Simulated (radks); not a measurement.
Values are calculated unless marked as measured or tabulated.
Species: Zr II. Configuration: [Kr] 4d2 6p1 (not the ground configuration). Code: a radial shooting solver on a logarithmic mesh with Libxc functionals. Model: Dirac Kohn-Sham, PBE, spin-unpolarised, spherical densities, finite nucleus; open shells fill j = l - 1/2 first; Fermi nuclear charge, rms radius 4.2694 fm.

Unscreened Slater integrals over Kohn-Sham orbitals (hartree). Large and small components are both included. Empty in this configuration: 4d5/2.

\begin{tabular}{lr}
integral & value \\ \hline
F0(6p1/2,6p1/2) & 0.10486 \\
F0(6p1/2,4d3/2) & 0.13938 \\
G1(6p1/2,4d3/2) & 0.0084488 \\
F0(6p1/2,4p3/2) & 0.14261 \\
G2(6p1/2,4p3/2) & 0.0042187 \\
F0(6p1/2,4p1/2) & 0.14277 \\
G0(6p1/2,4p1/2) & 0.0031756 \\
F0(6p1/2,4d5/2) & 0.13930 \\
G3(6p1/2,4d5/2) & 0.0076828 \\
F0(4d3/2,4d3/2) & 0.45042 \\
F2(4d3/2,4d3/2) & 0.22389 \\
F0(4d3/2,4p3/2) & 0.52562 \\
F2(4d3/2,4p3/2) & 0.24835 \\
G1(4d3/2,4p3/2) & 0.30289 \\
G3(4d3/2,4p3/2) & 0.18332 \\
F0(4d3/2,4p1/2) & 0.52917 \\
G1(4d3/2,4p1/2) & 0.29853 \\
F0(4d3/2,4d5/2) & 0.44863 \\
F2(4d3/2,4d5/2) & 0.22300 \\
G2(4d3/2,4d5/2) & 0.22295 \\
G4(4d3/2,4d5/2) & 0.14435 \\
F0(4p3/2,4p3/2) & 0.65542 \\
F2(4p3/2,4p3/2) & 0.34463 \\
F0(4p3/2,4p1/2) & 0.66261 \\
G2(4p3/2,4p1/2) & 0.34788 \\
F0(4p3/2,4d5/2) & 0.52274 \\
F2(4p3/2,4d5/2) & 0.24606 \\
G1(4p3/2,4d5/2) & 0.29911 \\
G3(4p3/2,4d5/2) & 0.18101 \\
F0(4p1/2,4p1/2) & 0.67011 \\
F0(4p1/2,4d5/2) & 0.52622 \\
G3(4p1/2,4d5/2) & 0.17821 \\
F0(4d5/2,4d5/2) & 0.44687 \\
F2(4d5/2,4d5/2) & 0.22213 \\
F4(4d5/2,4d5/2) & 0.14381 \\
\end{tabular}
